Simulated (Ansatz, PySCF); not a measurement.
CrO2Cl2, SMILES [O]=[Cr](=[O])([Cl])[Cl], multiplicity 1. Atoms are numbered in the order given.

```xyz
5

Cr     0.0000     0.0000     0.3580
O      0.0000     1.2397     1.2461
O      0.0000    -1.2397     1.2461
Cl    -1.7448     0.0000    -0.8302
Cl     1.7448     0.0000    -0.8302
```

Geometry optimised at PBE0-D3(BJ)/def2-SVP. The multiplicity is an assumed one; other spin states were not compared. The isomer is the one that the SMILES or the coordinates give; other isomers of the formula were not compared.

Two levels are set side by side: PBE-D3(BJ)/def2-SVP (Ansatz, a first-principles code) and PBE0-D3(BJ)/def2-SVP (Ansatz). Each level has its own optimised geometry; the coordinates shown are those of the second. Frequencies come from the Hessian of PySCF at each geometry. Differences are taken from unrounded values.

```tsv
quantity	PBE0-D3(BJ)
mean bond length (Å)	1.818
bond Cr1–O2 (Å)	1.525
bond Cr1–O3 (Å)	1.525
bond Cr1–Cl4 (Å)	2.111
bond Cr1–Cl5 (Å)	2.111
highest harmonic wavenumber (cm⁻¹)	1173
mean harmonic wavenumber (cm⁻¹)	514
zero-point energy (kcal/mol)	6.61
```

**Question.** What does PBE-D3(BJ) give, and how far is it from PBE0-D3(BJ)? (Estimate from the structure and the level; the computed values follow.)

**Answer.** 
```tsv
quantity	PBE-D3(BJ)	PBE-D3(BJ) minus PBE0-D3(BJ)
mean bond length (Å)	1.843	0.025
bond Cr1–O2 (Å)	1.557	0.032
bond Cr1–O3 (Å)	1.557	0.032
bond Cr1–Cl4 (Å)	2.130	0.019
bond Cr1–Cl5 (Å)	2.130	0.019
highest harmonic wavenumber (cm⁻¹)	1096	-77
mean harmonic wavenumber (cm⁻¹)	484	-30
zero-point energy (kcal/mol)	6.22	-0.39
```

GGA bonds tend to be longer and softer than those of functionals with exact exchange. Differences between two approximate levels are no errors against the true value.
